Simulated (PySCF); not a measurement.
SMILES [OH][Sn]([CH2]C=C)([CH2]C=C)[OH] (GFN2-xTB optimised geometry):

```
21

C      0.035    -3.398     1.356
C     -0.226    -2.222     1.925
C     -1.280    -1.331     1.482
Sn    -0.400     0.251     0.000
O      1.634     0.251     0.000
O     -0.733    -0.611    -1.814
C     -0.915     2.533     0.000
C     -0.810     3.055    -1.348
C      0.286     3.637    -1.830
H     -0.546    -3.754     0.522
H      0.816    -4.043     1.719
H      0.376    -1.882     2.757
H     -2.035    -1.812     0.871
H     -1.716    -0.730     2.273
H      2.035    -0.507    -0.421
H     -0.115    -0.359    -2.498
H     -1.916     2.570     0.417
H     -0.172     2.930     0.682
H     -1.681     2.936    -1.980
H      0.329     4.027    -2.833
H      1.167     3.754    -1.221
```

Method: CAM-B3LYP/def2-SVP, def2 effective core potentials past Kr (PySCF 2.14.0).

**Question.** What are the frontier orbital energies and the dipole moment?

**Answer.** HOMO-2 -9.16 eV, HOMO-1 -8.59 eV, HOMO -7.40 eV, LUMO -0.46 eV, LUMO+1 1.24 eV; dipole moment 1.34 D.
